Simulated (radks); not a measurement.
The numbers below are computed, except where a source is named.
Neutral helium inside a hard spherical wall (all orbitals vanish at R), configuration held at [He] and not refilled when levels cross. Code: a radial shooting solver on a logarithmic mesh with Libxc functionals. Model: scalar-relativistic Kohn-Sham, PBEsol, spin-polarised, spherical densities, finite nucleus; Gaussian nuclear charge, rms radius 1.6755 fm. Eigenvalues in eV for spin up, with the zero of energy where the potential of the charges vanishes at infinity; a dash marks a level that is unbound or too diffuse for the functional's potential to be trusted. A positive occupied level is held by the wall or, in an anion where self-interaction has pushed it up, behind a barrier. The pressure on the wall is -dE/dV.

| R (bohr) | E (hartree) | kinetic (hartree) | e(1s) | e(2s, empty) | e(2p, empty) | pressure (GPa) |
|---|---|---|---|---|---|---|
| free | -2.85786 | 2.814 | -15.499 | - | - | 0 |
| 20 | -2.85786 | 2.814 | -15.499 | - | - | < 0.0001 |
| 15 | -2.85786 | 2.814 | -15.499 | - | - | < 0.0001 |
| 12 | -2.85786 | 2.814 | -15.499 | - | - | < 0.0001 |
| 10 | -2.85786 | 2.814 | -15.499 | - | - | < 0.0001 |
| 8 | -2.85785 | 2.814 | -15.499 | 1.855 | 2.877 | < 0.0001 |
| 6 | -2.85778 | 2.815 | -15.490 | 4.123 | 4.941 | 0.00975 |
| 5 | -2.85727 | 2.819 | -15.443 | 6.967 | 7.148 | 0.114 |
| 4 | -2.85317 | 2.847 | -15.171 | 13.221 | 11.436 | 1.42 |
| 2.5 | -2.74986 | 3.280 | -11.389 | 47.894 | 31.874 | 86.6 |
| 1.5 | -1.81982 | 5.604 | 9.675 | 171.27 | 98.783 | 2660 |
